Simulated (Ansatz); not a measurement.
Hf₃Si, relaxed as a singlet with RKS B3LYP-D4/def2-SVP in Ansatz, starting from the GFN1-xTB geometry. Force threshold 0.02 eV/Å.

In the def2 sets Hf takes a core potential; there is no spin–orbit coupling. The restricted singlet is unstable towards broken spin symmetry in Hartree–Fock (as tested in another run); at B3LYP-D4/def2-SVP this wasn't settled. Another isomer (quintet) lies 1.39 eV lower at PBE0-D4/def2-TZVP; other spin states weren't run for this one.

Start:

```csv
atom,x (Å),y (Å),z (Å)
Hf1,-1.142,-0.242,-1.091
Hf2,1.300,-0.612,0.699
Hf3,-0.204,1.105,0.507
Si4,0.046,-0.251,-0.115
```

Q: Estimate the energy that the relaxation releases and the steps that it takes.

A: 54.33 eV, in 9 steps; 23 s on 4 threads of Arm Neoverse V2 on a shared host. No frequencies were taken in this run, so the end may be a saddle point.

Q: Does the start keep its bonding and symmetry?

A: Bonds lost: Hf1–Hf2 (atoms count from 1). Point group C2v at the start, C2v at the end, both within 0.05 Å.

Q: Predict the relaxed structure.

A: 
```xyz
4

Hf   -1.8063    0.2129   -1.3620
Hf    1.8302   -0.3383    1.3034
Hf   -0.2250    1.1991    0.5550
Si    0.2011   -1.0737   -0.4964
```
Bond lengths (bridged metal pairs left out): 3 × Hf–Si 2.54 Å; 2 × Hf–Hf 2.67 Å.
